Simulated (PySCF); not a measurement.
## Radial density of Sb⁺ (antimony, charge +1)

PBEsol, [Kr] 4d10 5s2 5p2, high-spin 3P determinant. All numbers are calculated (PySCF 2.14, a scalar-relativistic core potential, in def2-TZVPPD with the def2 core potential (28 electrons)). This is the valence pseudo-density: the core potential removes the inner electrons and smooths the orbitals near the nucleus.

```csv
r (bohr),4πr²ρ (e/bohr),4πr²(ρα − ρβ)
0.00399,1.933e-05,0.0000
0.00671,5.252e-05,0.0000
0.0113,0.0001331,0.0000
0.0190,0.0002864,0.0000
0.0319,0.0004753,0.0000
0.0537,0.0007799,0.0000
0.0903,0.002492,0.0000
0.152,0.02357,0.0001
0.255,0.3583,0.0017
0.430,5.880,0.0451
0.723,24.22,0.1250
1.22,11.27,0.0731
2.04,2.965,0.9514
3.44,0.6758,0.4603
5.78,0.02233,0.0197
9.73,4.635e-05,0.0000
```

Energies and moments cover only the electrons outside the core potential.
